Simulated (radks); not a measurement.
Spherical jellium clusters: N electrons in a uniform positive sphere of charge N and radius rs N^(1/3), rs = 4.75 bohr. Calculated with a radial shooting solver with Libxc functionals: non-relativistic Kohn-Sham, PBEsol, spin-polarised, spherical densities. Levels are named by radial order and angular momentum (1s, 1p, 1d, 2s, ...), and open shells are averaged over m.

N = 12, configuration 1s2 1p6 1d(up 4, down 0). This is the lowest configuration that the search found. Occupied levels:

| level | occupation | eigenvalue (eV) | <r> (bohr) |
|---|---|---|---|
| 1s up | 1 | -4.0436 | 7.259 |
| 1s down | 1 | -3.8508 | 6.493 |
| 1p up | 3 | -3.3772 | 8.370 |
| 1p down | 3 | -3.0166 | 7.991 |
| 1d up | 4 | -2.4883 | 9.266 |

Energy (eV): total -21.3183, kinetic 16.044, external -427.51, Hartree 211.83, exchange-correlation -37.877, background 216.19.
